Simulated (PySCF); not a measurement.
²⁹Si chemical shifts

Method: NMR shieldings at PBE0/pcSseg-1/GIAO, coordinates at the GFN2-xTB level, in PySCF 2.14.0 with density-fitted response routines (no relativistic terms, averaged over atoms made equivalent by symmetry, fast rotation or ring inversion, gas phase, one computed conformer).

Shieldings were converted by a linear fit to measured shifts: ²⁹Si: δ = 279.94 − 0.822σ (rms 8.9 ppm, 72 shifts, 25.8 ppm with the 6 outliers that the fit left out vs TMS, solution or neat liquid). A few per cent of atoms miss by over 2 rms, more outside the fitted compound classes.

**Question.** Give the ²⁹Si shifts of `CN([SiH3])[SiH2][Si@@H](N)C#N`, `CN[Si@@H](C#N)N([SiH3])[SiH3]`, `CC(C)C1=C(O[SiH2]O)[C@@H]1F`, `C=CO[Si]1(F)CCOCC1`.

**Answer.** 
```
                                                   compound                                        environment  δ (ppm)
[CH3:1][N:2]([SiH3:3])[SiH2:4][Si@@H:5]([NH2:6])[C:7]#[N:8]                  Si4: silicon bonded to N, Si, 2 H    -40.8
[CH3:1][N:2]([SiH3:3])[SiH2:4][Si@@H:5]([NH2:6])[C:7]#[N:8]                      Si3: silicon bonded to N, 3 H    -42.5
[CH3:1][N:2]([SiH3:3])[SiH2:4][Si@@H:5]([NH2:6])[C:7]#[N:8]                 Si5: silicon bonded to C, N, Si, H    -61.5
 [CH3:1][NH:2][Si@@H:3]([C:4]#[N:5])[N:6]([SiH3:7])[SiH3:8]                   Si3: silicon bonded to C, 2 N, H    -46.1
 [CH3:1][NH:2][Si@@H:3]([C:4]#[N:5])[N:6]([SiH3:7])[SiH3:8]               Si7/8: silicon bonded to N, 3 H (×2)    -46.7
                                CC(C)C1=C(O[SiH2]O)[C@@H]1F                         silicon bonded to 2 O, 2 H    -30.7
                                         C=CO[Si]1(F)CCOCC1  silicon bonded to 2 C, F, O, in a 6-membered ring    -16.5
```

**Question.** Match the shifts 2.0, -13.9, -24.5, -35.4 ppm to `C#Cc1cccn1[SiH2]Cl`, `C[Si](C)(C)c1nnc(F)o1`, `COCC1=C([Si@H](F)OC)C1`, `C[C@]1([SiH2]F)C[C@H](OC=O)C1`.

**Answer.** 2.0: C[C@]1([SiH2]F)C[C@H](OC=O)C1 (silicon bonded to C, F, 2 H); -13.9: C[Si](C)(C)c1nnc(F)o1 (silicon bonded to 4 C); -24.5: C#Cc1cccn1[SiH2]Cl (silicon bonded to Cl, N, 2 H); -35.4: COCC1=C([Si@H](F)OC)C1 (silicon bonded to C, F, O, H).
